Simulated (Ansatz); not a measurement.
Reaction (substitution at a C–Si bond): `FC[SiH2]O[SiH3]` + `BCS` → `BCSCF` + `[SiH3]O[SiH3]`

Calculated with Ansatz (gas phase, PBE0-D4/def2-TZVP geometries, no zero-point term in ΔE). CCSD(T)/CBS is the MP2 limit (def2-TZVPP, def2-QZVPP) plus CCSD(T) − MP2 in def2-TZVPP, frozen cores. Each species was taken in one conformer, which may not be the lowest.

```
          species  MP2/def2-TZVPP energy (Eh)
`FC[SiH2]O[SiH3]`                  -795.21398
            `BCS`                  -463.46008
          `BCSCF`                  -601.81342
  `[SiH3]O[SiH3]`                  -656.85730
```

Task: Work out ΔE.

Result: ΔE = (-601.81342) + (-656.85730) − (-795.21398) − (-463.46008) = 0.00334 Eh = +8.8 kJ/mol. CCSD(T)/CBS gives +11.9 kJ/mol.

Largest T1 diagnostic among the species: 0.011.
